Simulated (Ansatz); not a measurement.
Al3O9H9, a hydroxylated oxide cluster, relaxed as a singlet with RKS r2SCAN-D4/def2-SVP in Ansatz, starting from the GFN1-xTB geometry. Force threshold 0.03 eV/Å.

Start:

Cartesian coordinates in Å:
```
Al 1.064 -0.947 -1.112
Al 0.349 1.018 1.358
Al -1.484 -0.210 -1.085
O 0.258 -0.263 2.830
O 2.308 -0.205 -2.010
O 0.011 0.170 -0.117
O 1.990 1.406 1.692
O 1.669 -2.312 -0.286
O -2.667 -1.125 -0.259
O -0.791 2.152 1.940
O -2.170 1.112 -1.940
O -0.445 -1.316 -2.147
H 1.175 -0.561 2.816
H 0.215 0.438 3.490
H 2.236 0.560 -2.578
H 2.684 1.638 1.075
H 1.137 -2.900 0.248
H -3.582 -0.858 -0.175
H -1.573 2.446 1.473
H -1.720 1.778 -2.458
H -0.664 -2.022 -2.753
```

| step | energy (eV) | largest force component (eV/Å) | SCF passes |
| --- | --- | --- | --- |
| 1 | -38346.4308 | 1.172 | 18 |
| 2 | -38346.7009 | 0.732 | 18 |
| 3 | -38346.7384 | 1.170 | 18 |
| 4 | -38346.8003 | 0.312 | 18 |
| 5 | -38346.8297 | 0.343 | 18 |
| 6 | -38346.8456 | 0.505 | 18 |
| 7 | -38346.8618 | 0.410 | 17 |
| 8 | -38346.8774 | 0.281 | 17 |
| 9 | -38346.8849 | 0.120 | 19 |
| 10 (rejected) | -38346.8569 | 0.356 | 18 |
| 11 | -38346.8939 | 0.108 | 18 |
| 13 | -38346.8992 | 0.117 | 19 |
| 15 | -38346.9050 | 0.186 | 19 |
| 17 | -38346.9158 | 0.389 | 19 |
| 19 | -38346.9403 | 0.950 | 18 |
| 21 | -38347.0461 | 0.409 | 18 |
| 23 | -38347.1252 | 0.922 | 17 |
| 25 | -38347.1488 | 0.285 | 19 |
| 27 | -38347.1590 | 0.044 | 20 |
| 29 | -38347.1648 | 0.098 | 18 |
| 30 | -38347.1654 | 0.026 | 19 |

Force components are those of the run's own axes.

End:

```xyz
21

Al    1.0445   -1.0789   -1.0885
Al    0.3672    0.9566    1.2635
Al   -1.5838   -0.2779   -0.8430
O     0.4820    0.4037    3.1279
O     2.2685    0.1058   -1.4094
O    -0.0641   -0.3697    0.1627
O     2.0311    1.3550    1.1480
O     1.6275   -2.6837   -0.9790
O    -2.7994   -1.4250   -0.4759
O    -0.9845    1.9724    1.5710
O    -2.0894    1.3723   -1.0213
O    -0.4644   -0.9168   -2.1751
H     1.3746    0.6299    3.4413
H    -0.1610    0.9458    3.6177
H     3.1125   -0.1652   -1.7847
H     2.4241    1.1352    0.2838
H     1.1268   -3.4508   -0.6930
H    -3.7151   -1.1698   -0.3402
H    -1.5889    2.0949    0.8194
H    -1.7159    1.9849   -1.6613
H    -0.6924   -1.4187   -2.9643
```

By distances, no bond broke or formed. The bond that changes most is Al2–O6, from 1.74 to 1.78 Å (atoms count from 1). A close non-bonded pair moves further: O11–H19, from 3.71 to 2.04 Å.

The force fell under the threshold at step 28, but the optimiser went on and released 0.003 eV more. No frequencies were taken in this run, so the end may be a saddle point.

It took 70 s on 2 threads of AMD EPYC 7R13 on a shared host and a share (18 GiB) of an NVIDIA H100 80GB HBM3, peak host memory 0.92 GiB.
